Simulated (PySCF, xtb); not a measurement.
BF₂Cl, SMILES FB(F)Cl.

Geometry: PBE-D3(BJ)/def2-TZVP.

Level of theory: IEF-PCM-PBE0/def2-SVP (PySCF).

The values are the electrostatic part of the solvation free energy, E(continuum) − E(gas) at the gas-phase geometry, in a cavity of scaled van der Waals radii (PySCF's table); cavitation and dispersion terms are not included. In vacuum the orbital gap is 9.69 eV. The dipole moment in vacuum is 0.26 D.

```tsv
solvent	ε	ΔG(elec) (kcal/mol)	dipole (D)	gap (eV)
water	78.36	-1.0	0.28	9.77
acetonitrile	35.69	-1.0	0.28	9.76
chloroform	4.71	-0.7	0.27	9.74
```

For comparison, GFN2-xTB/ALPB(water) (xtb, at the GFN2-xTB geometry, all terms of that model) gives 0.1 kcal/mol.
